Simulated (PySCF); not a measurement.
C3H10BN.
Atom-mapped SMILES: `[CH3:1][NH:2][B:3]([CH3:4])[CH3:5]` (hydrogens: H6, H7, H8 on C1; H9 on N2; H10, H11, H12 on C4; H13, H14, H15 on C5)

Cartesian coordinates in Å at the PBE0-D3(BJ)/def2-TZVP level; atoms count from 1:
```xyz
15
C3H10BN angstrom
C      2.0302    0.4135    0.2299
N      0.8986   -0.4749    0.3222
B     -0.4345   -0.2142   -0.0128
C     -0.8583    1.2014   -0.5797
C     -1.5023   -1.3567    0.1926
H      2.4992    0.5748    1.2061
H      1.7067    1.3827   -0.1476
H      2.7961    0.0276   -0.4512
H      1.1263   -1.3866    0.6868
H     -0.6781    1.9947    0.1545
H     -1.9169    1.2411   -0.8442
H     -0.2872    1.4756   -1.4729
H     -1.9960   -1.5949   -0.7562
H     -2.3005   -1.0168    0.8619
H     -1.0979   -2.2872    0.6016
```

Level: wB97X-D/pcSseg-2 in PySCF, non-relativistic, on one gas-phase PBE0-D3(BJ)/def2-TZVP geometry that isn't relaxed in the solvent. The solvent is an IEF-PCM continuum (Bondi radii, 1.10 Å for H, scaled by 1.2). Only the electrostatic response of the medium enters.

Gas phase at wB97X-D/pcSseg-2: HOMO -9.22 eV, LUMO 2.18 eV, dipole 1.33 D.

What does the continuum do to the energy, the frontier levels and the dipole at wB97X-D/pcSseg-2 in chloroform?

```csv
solvent,ε,E(solvent) − E(gas) (kcal/mol),polarisation term (kcal/mol),distortion of the solute (kcal/mol),HOMO (eV),LUMO (eV),dipole (D)
chloroform,4.711,-1.46,-1.57,0.11,-9.11,2.30,1.61
```

The polarisation term is half the interaction of the solute with the surface charges that it induces; the rest is the cost of distorting the solute's density. The sum is the electrostatic part of solvation alone.

Which radius a makes the point-dipole formula ΔE = −[(ε − 1)/(2ε + 1)]·μ²/a³ give the value in chloroform, with the gas-phase dipole?

μ = 0.525 au and |ΔE| = 0.00233 Eh give a = 1.84 Å; the farthest nucleus lies 2.84 Å from the centroid of the nuclei, so such a sphere wouldn't even hold the nuclei. The formula assumes a rigid point dipole at the centre of a sphere.

Give the dipole vector in the frame of the coordinates (D, pointing from negative to positive charge), gas and chloroform.

Gas (1.28, -0.18, 0.32), solvent (1.54, -0.24, 0.40). Its length changes by +20 % and its direction by less than 1°.

The pairwise dispersion term of wB97X-D wasn't added to the energies; at a given geometry it leaves orbitals and properties as they are.
